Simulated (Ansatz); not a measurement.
CHF (SMILES [CH]F) at its CCSD(T)/cc-pVTZ minimum, average atomic masses, point group Cs.
(charge 0, multiplicity 1):
```xyz
3

C     -0.633     0.440     0.000
F      0.476    -0.259     0.000
H     -1.420    -0.362     0.000
```

Frozen-core correlation.

The values were computed with Ansatz (a quantum-chemistry and plane-wave program). Each number belongs to the level named beside it.

Harmonic frequencies (cm⁻¹): 1230 1439 2776.

Problem. Work out the rotational constants, the zero-point energy, and the ideal-gas entropy and heat capacity at 298.15 K and 1 bar (rigid rotor, harmonic oscillator).

Solution. 
Principal moments 1.077, 13.800, 14.878 u Å² give 16.8576/I = 15.65, 1.222, 1.133 cm⁻¹. Zero point: Σω/2 = 2723 cm⁻¹ = 7.78 kcal/mol. Translation R(1.5 ln M + 2.5 ln T − 1.1517) with M = 32.017 u: 152.09 J/(mol K). Rotation with σ = 1: q = 1136.2, S = R(ln q + 3/2) = 70.97. Vibration, summed over R(u/(eᵘ − 1) − ln(1 − e⁻ᵘ)) with u = 1.43878ω/T: 0.22, of which the lowest mode gives 0.15. S° = 223.3 J/(mol K); C_p = 4R + 1.17 = 34.43 J/(mol K).

Doubts at one or more of the structures used: a restricted determinant that unrestricted orbitals would lower (CCSD(T)/cc-pVTZ).
